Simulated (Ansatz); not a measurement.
Isolated molecules relaxed with PBE0-D4/def2-TZVP in Ansatz; ΔE leaves out vibrations. CCSD(T)/CBS adds triple-zeta CCSD(T) − MP2 to the extrapolated MP2 energy (def2 sets, frozen cores). This one scheme is used for every species. DFT in def2-TZVPP. For Ti outer-core shells are correlated without core-valence functions, which leaves a few kJ/mol of doubt a bond. Scalar relativity is left out up to krypton. Each species was taken in one conformer, which may not be the lowest.

Reaction (ligand exchange at a Ti–C bond): `C#[C][Ti]([OH])([F])[F]` + H₂S → `[OH][Ti]([F])([F])[SH]` + `C#C`

| level | ΔE (kJ/mol) | difference from CCSD(T)/CBS |
| --- | --- | --- |
| PBE0-D4 | -68.3 | -3.6 |
| ωB97X-V | -64.0 | 0.7 |
| PBE | -68.7 | -4.0 |
| r2SCAN | -70.1 | -5.4 |
| PBE0 | -67.7 | -3.0 |
| HF/def2-TZVPP | -54.1 | 10.6 |
| CCSD/def2-TZVPP | -56.7 | 8.0 |
| CCSD(T)/def2-TZVPP | -60.6 | 4.1 |
| MP2/def2-QZVPP | -68.5 | -3.8 |
| MP2/CBS(def2) | -70.1 | -5.4 |
| CCSD(T)/CBS | -64.7 | 0 |

Largest T1 diagnostic among the species: 0.024, so the coupled-cluster value is less sure than usual.

In def2-TZVPP, CCSD(T) changes the Hartree–Fock value by −6.5 kJ/mol (the triples alone add −3.9 kJ/mol) and MP2 by −11.9 kJ/mol.
